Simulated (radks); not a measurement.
Problem. The mean radii <r> (bohr) of the occupied orbitals of an atom or ion are listed with their occupations. Calculated with a radial shooting solver on a logarithmic mesh with Libxc functionals: Dirac Kohn-Sham, LDA (Slater exchange, VWN5 correlation), spin-unpolarised, spherical densities, point nucleus.

| orbital | occ. | <r> |
|---|---|---|
| 1s1/2 | 2 | 0.05417 |
| 2s1/2 | 2 | 0.2452 |
| 2p1/2 | 2 | 0.2133 |
| 2p3/2 | 4 | 0.2165 |
| 3s1/2 | 2 | 0.7421 |
| 3p1/2 | 2 | 0.7731 |
| 3p3/2 | 4 | 0.7833 |
| 3d3/2 | 4 | 0.9653 |
| 3d5/2 | 4 | 0.9710 |

Name the element and its charge. Open shells, if any, fill j = l - 1/2 first.

Solution. Z = 28, nickel, charge +2: Ni2+ in [Ar] 3d8. The 1s radius gives Z: for a bare nucleus <r> = (2 gamma + 1)/(2Z) with gamma = sqrt(1 - (Z/c)^2), 0.05282 bohr for Z = 28, and screening makes it slightly larger (0.05417 here). The occupations add up to 26, and the charge is Z minus that.
